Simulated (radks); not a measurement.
Spin polarisation of the 5p4 shell in Te. Start: [Kr] 4d10 5s2 5p(up 2, down 2); electrons of 5p are moved from spin down to spin up, other shells keep equal spins. Calculated with a radial shooting solver on a logarithmic mesh with Libxc functionals: non-relativistic Kohn-Sham, r2SCAN, spin-polarised, spherical densities, point nucleus; meta-GGA in the generalised Kohn-Sham scheme.

[
 {"moment (Bohr magnetons)": "0", "E - E(0) (eV)": "0.000", "e(5p up) (eV)": "-6.227", "e(5p down) (eV)": "-6.227", "5s down minus up (eV)": "0.000", "4d down minus up (eV)": "0.000"},
 {"moment (Bohr magnetons)": "0.5", "E - E(0) (eV)": "-0.050", "e(5p up) (eV)": "-6.418", "e(5p down) (eV)": "-6.016", "5s down minus up (eV)": "0.427", "4d down minus up (eV)": "0.049"},
 {"moment (Bohr magnetons)": "1", "E - E(0) (eV)": "-0.202", "e(5p up) (eV)": "-6.592", "e(5p down) (eV)": "-5.783", "5s down minus up (eV)": "0.856", "4d down minus up (eV)": "0.097"},
 {"moment (Bohr magnetons)": "1.5", "E - E(0) (eV)": "-0.455", "e(5p up) (eV)": "-6.748", "e(5p down) (eV)": "-5.527", "5s down minus up (eV)": "1.288", "4d down minus up (eV)": "0.146"},
 {"moment (Bohr magnetons)": "2", "E - E(0) (eV)": "-0.813", "e(5p up) (eV)": "-6.887", "e(5p down) (eV)": "-5.244", "5s down minus up (eV)": "1.727", "4d down minus up (eV)": "0.196"}
]

At moment 2 the spin-polarisation energy is -0.813 eV and the 5p exchange splitting 1.643 eV, that is 0.822 eV per Bohr magneton; E = -I m^2/4 would give I = 0.813 eV.
